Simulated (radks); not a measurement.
Isoelectronic series with 58 electrons, each ion in its NIST ground configuration. Calculated with a radial shooting solver on a logarithmic mesh with Libxc functionals: scalar-relativistic Kohn-Sham, PBE, spin-unpolarised, spherical densities, point nucleus. Total energies (hartree) and mean radii <r> (bohr) (* marks an orbital that is empty in some or all of the ions):

ion            configuration  E (hartree)      4f     5p*     5s*
Ce          [Xe] 4f1 5d1 6s2   -8860.4565   1.105   1.760   1.517
Nd2+                [Xe] 4f4   -9623.3749   1.085   1.714   1.471
Sm4+                [Xe] 4f4  -10424.1675  0.8464   1.522   1.343
Gd6+   [Kr] 4d10 4f6 5s2 5p4  -11262.0915  0.7758   1.408   1.259
Dy8+   [Kr] 4d10 4f8 5s2 5p2  -12139.2818  0.7203   1.312   1.184
Er10+     [Kr] 4d10 4f10 5s2  -13056.5811  0.6742   1.231   1.118
Yb12+     [Kr] 4d10 4f10 5s2  -14014.2857  0.6102   1.137   1.041
Hf14+     [Kr] 4d10 4f11 5s1  -15011.7172  0.5689   1.066  0.9810
W16+      [Kr] 4d10 4f11 5s1  -16051.1328  0.5266  0.9970  0.9212
Os18+         [Kr] 4d10 4f12  -17132.6195  0.4976  0.9427  0.8736
Pt20+         [Kr] 4d10 4f12  -18256.9400  0.4665  0.8888  0.8257

4f drops below 5p between Er10+ and Yb12+. 4f drops below 5s between W16+ and Os18+.
